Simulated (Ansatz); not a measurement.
Cartesian coordinates in Å:
```
F 1.8311 -1.5489 -0.4785
Si 1.0972 -1.1455 0.8788
Cl 2.4837 -0.2605 2.0970
O -0.0759 -0.0952 0.5470
Si -1.1069 0.6075 -0.5313
H -1.7246 -0.4386 -1.3825
H -0.3537 1.5659 -1.3751
H -2.1508 1.3153 0.2446
```

Charge 0, multiplicity 2.

Q: List the r2SCAN/def2-TZVPP orbital energies in eV (the Gaussian-basis code of Ansatz). (An estimate is asked.)

A: Ansatz gave: α occupied: -2753.70, -1793.65, -1792.03, -666.65, -516.65, -255.09, -193.65, -193.50, -193.49, -143.79, -142.39, -98.71, -98.68, -98.65, -97.31, -97.23, -97.22, -31.79, -27.01, -21.88, -15.73, -13.68, -12.23, -11.92, -11.66, -10.77, -10.57, -10.34, -9.01, -8.79, -8.47, -8.40, -6.05. α empty: -0.58, 0.17, 0.58, 1.04, 1.18, 1.49, 1.82, 3.26. β occupied: -2753.67, -1793.55, -1792.03, -666.58, -516.59, -255.07, -193.58, -193.47, -193.47, -143.70, -142.39, -98.59, -98.57, -98.49, -97.30, -97.22, -97.22, -31.66, -26.89, -21.72, -15.56, -13.48, -12.15, -11.81, -11.42, -10.63, -10.40, -10.29, -8.87, -8.73, -8.43, -8.33. β empty: -3.26, -0.42, 0.91, 1.01, 1.07, 1.45, 1.80, 2.00. ⟨S²⟩ = 0.753.
